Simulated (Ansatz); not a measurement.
Coupled-cluster diagnostics for the cluster Ge2Sb (the lowest doublet isomer of a short search), Ansatz.

Geometry of the doublet (PBE0-D4/def2-TZVP):

```tsv
atom	x (Å)	y (Å)	z (Å)
Sb1	-0.9837	-1.0510	0.2588
Ge2	-0.0211	0.7148	-1.2979
Ge3	1.0048	0.3362	1.0391
```

In the def2 sets Sb takes a core potential; there is no spin–orbit coupling. Correlated methods freeze 22 core orbitals; core or outer-core shells of Sb, Ge are correlated, in sets that lack core-valence functions. The structure comes from a short search, and lower isomers may exist.

Geometry of the charge 0 quartet (PBE0-D4/def2-TZVP):

Cartesian coordinates in Å:
```
Sb 1.5158 -0.0481 -0.6761
Ge -1.1308 0.6487 -0.5492
Ge -0.3850 -0.6006 1.2253
```

Estimate the CCSD(T) correlation energy, the shares of MP2 and (T), T1 and the reference's ⟨S²⟩ for: charge 0, doublet, own geometry in def2-SVP; charge 0, quartet, own geometry in def2-SVP; and the rough time on 4 threads of Arm Neoverse V1 on a shared host.


| state | basis | correlation (eV) | MP2 share (%) | (T) share (%) | T1 | ⟨S²⟩ (pure) | wall time | remarks |
| --- | --- | --- | --- | --- | --- | --- | --- | --- |
| charge 0, doublet, own geometry | def2-SVP | -14.830 | 94.6 | 4.6 | 0.027 | 0.96 (0.75) | 8.5 s | spin-contaminated |
| charge 0, quartet, own geometry | def2-SVP | -14.430 | 92.7 | 4.6 | 0.044 | 4.17 (3.75) | 8.5 s | spin-contaminated |
Customary marks for T1 are 0.02 (closed shells), 0.045 (open shells) and about 0.05 (3d metals). T1 exceeds 0.02 in 2 of 2 rows and 0.045 in 0; the higher it lies, the less the single-reference result can be trusted.
